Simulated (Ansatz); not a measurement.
Relaxation of C3H8Si (12 atoms, charge 0, multiplicity 1), to a largest force component of 0.02 eV/Å in at most 40 steps.

Computed with RKS PBE0/STO-3G (Ansatz 0.2.0).

```xyz
12
Properties=species:S:1:pos:R:3
C -0.181 -0.483 -2.874
C 0.062 0.627 -2.507
H -0.399 -1.459 -3.192
H 0.270 1.602 -2.178
C 0.542 -0.778 0.945
Si -0.442 0.647 1.712
H 0.531 -0.720 -0.141
H 0.124 -1.741 1.228
H 1.579 -0.764 1.268
H 0.154 1.927 1.316
H -0.411 0.544 3.174
H -1.830 0.597 1.249
```

Question: Where does it end, and by what steps?

Answer: The forces met the threshold. The force dipped under the threshold on the way, but the program's further checks kept it going. Limits of this set-up: minimal basis. After 9 steps the energy has fallen by 0.078 eV; H4 moved furthest, 0.29 Å.

```json
{"step": "0", "energy less start (eV)": "0.0000", "largest force component (eV/Å)": "1.361", "accepted": "yes"}
{"step": "1", "energy less start (eV)": "-0.0760", "largest force component (eV/Å)": "0.188", "accepted": "yes"}
{"step": "2", "energy less start (eV)": "-0.0772", "largest force component (eV/Å)": "0.025", "accepted": "yes"}
{"step": "3", "energy less start (eV)": "-0.0774", "largest force component (eV/Å)": "0.013", "accepted": "yes"}
{"step": "4", "energy less start (eV)": "-0.0775", "largest force component (eV/Å)": "0.019", "accepted": "yes"}
{"step": "5", "energy less start (eV)": "-0.0776", "largest force component (eV/Å)": "0.033", "accepted": "yes"}
{"step": "6", "energy less start (eV)": "-0.0776", "largest force component (eV/Å)": "0.033", "accepted": "yes"}
{"step": "7", "energy less start (eV)": "-0.0777", "largest force component (eV/Å)": "0.024", "accepted": "yes"}
{"step": "8", "energy less start (eV)": "-0.0778", "largest force component (eV/Å)": "0.029", "accepted": "yes"}
{"step": "9", "energy less start (eV)": "-0.0778", "largest force component (eV/Å)": "0.009", "accepted": "yes"}
```

```xyz
12
Properties=species:S:1:pos:R:3
C -0.156 -0.449 -2.911
C 0.096 0.694 -2.658
H -0.384 -1.479 -3.140
H 0.324 1.724 -2.430
C 0.512 -0.798 0.993
Si -0.441 0.614 1.759
H 0.463 -0.755 -0.099
H 0.110 -1.765 1.309
H 1.567 -0.766 1.282
H 0.093 1.878 1.312
H -0.349 0.559 3.198
H -1.833 0.542 1.384
```

The run took 14 s on 1 thread of Arm Neoverse V1 (shared host), peak memory 0.1 GiB.
